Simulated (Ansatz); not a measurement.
`C[Si](C)(C)O[Si](C)(C)O[Si](C)(C)O[Si](C)(C)O[Si](C)(C)O[Si](C)(C)O[Si](C)(C)C`, 77 atoms. Hardware: 2 threads of AMD EPYC 7R13 on a shared host and a share (18 GiB) of an NVIDIA H100 80GB HBM3.

Single mean-field runs in def2-SVP are fitted with def2-universal-jkfit.

(1) How many basis functions does each of these Ansatz runs have, and roughly what does it cost? PBE0-D4/def2-SVP, charge 1 doublet at the geometry of the charge 0 singlet, energy; PBE0-D4/def2-SVP, charge 1 doublet, energy, from earlier orbitals; r2SCAN-D4/def2-SVP, charge 0 singlet, energy and forces, from earlier orbitals; r2SCANh-D4/def2-SVP, charge -1 doublet at the geometry of the charge 0 singlet, energy, from earlier orbitals; HF/6-31G, charge 0 singlet, energy; PBE-D4/def2-SVP, charge 0 singlet, relaxation, 68 steps; PBE-D4/def2-SVP, charge 1 doublet at the geometry of the charge 0 singlet, energy, from earlier orbitals; PBE-D4/def2-SVP, charge 1 doublet, relaxation, 9 steps; r2SCANh-D4/def2-SVP, charge 0 singlet, energy and forces, from earlier orbitals; PBE0-D4/def2-SVP, charge -1 doublet at the geometry of the charge 0 singlet, energy; B3LYP-D4/6-31G, charge 0 singlet, energy; PBE-D4/def2-SVP, charge -1 doublet at the geometry of the charge 0 singlet, energy, from earlier orbitals.

Results:

(1) Other jobs shared the machine, so times can vary by a factor of up to 3. A dash marks memory too small to be measured apart from the calling script's.

| run | functions | fitting or Cholesky vectors | wall time | peak host memory (GiB) |
| --- | --- | --- | --- | --- |
| HF/6-31G, charge 0 singlet, energy | 385 | 4998 | 9 s | – |
| B3LYP-D4/6-31G, charge 0 singlet, energy | 385 | 4998 | 9 s | 1.2 |
| PBE-D4/def2-SVP, charge -1 doublet at the geometry of the charge 0 singlet, energy, from earlier orbitals | 674 | 3422 | 15 s | 1.3 |
| r2SCANh-D4/def2-SVP, charge 0 singlet, energy and forces, from earlier orbitals | 674 | 3422 | 15 s | 1.9 |
| r2SCAN-D4/def2-SVP, charge 0 singlet, energy and forces, from earlier orbitals | 674 | 3422 | 16 s | 1.2 |
| PBE0-D4/def2-SVP, charge 1 doublet, energy, from earlier orbitals | 674 | 3422 | 21 s | 1.3 |
| r2SCANh-D4/def2-SVP, charge -1 doublet at the geometry of the charge 0 singlet, energy, from earlier orbitals | 674 | 3422 | 23 s | 1.6 |
| PBE0-D4/def2-SVP, charge -1 doublet at the geometry of the charge 0 singlet, energy | 674 | 3422 | 24 s | 1.3 |
| PBE-D4/def2-SVP, charge 1 doublet at the geometry of the charge 0 singlet, energy, from earlier orbitals | 674 | 3422 | 25 s | 1.4 |
| PBE0-D4/def2-SVP, charge 1 doublet at the geometry of the charge 0 singlet, energy | 674 | 3422 | 25 s | 1.4 |
| PBE-D4/def2-SVP, charge 1 doublet, relaxation, 9 steps | 674 | 3422 | 2.2 min | 1.2 |
| PBE-D4/def2-SVP, charge 0 singlet, relaxation, 68 steps | 674 | 3422 | 9.3 min | – |
